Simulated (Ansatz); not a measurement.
Ansatz (a first-principles code) input (PBE0/def2-TZVP):

Ansatz 0.2 input:
```yaml
crystal:
  periodic: [false, false, false]
  atoms:
    - {symbol: C, position_ang: [-1.84229817, -0.45451504, 0.63244662]}
    - {symbol: N, position_ang: [-0.58078292, 0.25094577, 0.55422537]}
    - {symbol: C, position_ang: [-0.67835647, 1.65372974, 0.89757765]}
    - {symbol: Ge, position_ang: [0.78031878, -0.36065571, -0.55781872]}
    - {symbol: H, position_ang: [-2.60353942, -0.02695108, -0.03459769]}
    - {symbol: H, position_ang: [-2.23584811, -0.40444083, 1.65446115]}
    - {symbol: H, position_ang: [-1.70853076, -1.50442757, 0.37337770]}
    - {symbol: H, position_ang: [-1.03957136, 1.76237235, 1.92695769]}
    - {symbol: H, position_ang: [-1.37555438, 2.19729525, 0.24512159]}
    - {symbol: H, position_ang: [0.29874426, 2.13134481, 0.83060927]}
    - {symbol: H, position_ang: [0.83135414, -1.88867436, -0.24176807]}
    - {symbol: H, position_ang: [2.05215291, 0.32255550, 0.03631427]}
basis:
  gaussian:
    orbitals: def2-TZVP
hamiltonian:
  xc: {name: PBE0}
magnetization: {spin_polarized: true, initial_magnetization: 1}
```

End of the output:

```
integrals: 0.11 GiB planned
1268 factors; their error is unknown
0.30 GiB of the device are held for the grids
1.06 GiB of device memory are held for the factors and their scratch space
mean field: 1.02 GiB planned
mean field evaluation 1: about -60191.8583 eV, gradient 4.5e1 eV
mean field evaluation 2: about -60163.5362 eV, gradient 8.5e1 eV
mean field evaluation 4: about -60200.8603 eV, gradient 5.3e0 eV
mean field evaluation 8: about -60200.9742 eV, gradient 2.8e-1 eV
mean field evaluation 16: about -60201.2374 eV, gradient 3.3e-3 eV
mean field -60201.23741484 eV, -2212.3546691312 hartree, gradient 2.2e-5 eV, S^2 0.755095; 0 other end points of the search recorded, 0 dependent functions left out
reference -60201.23744777 eV, -2212.3546703411 hartree; 30, 29 occupied and 159, 160 virtual orbitals, 1268 factors
Total energy: -60201.23744777 eV, -2212.3546703411 hartree
```

It need not be the lowest isomer of its formula.
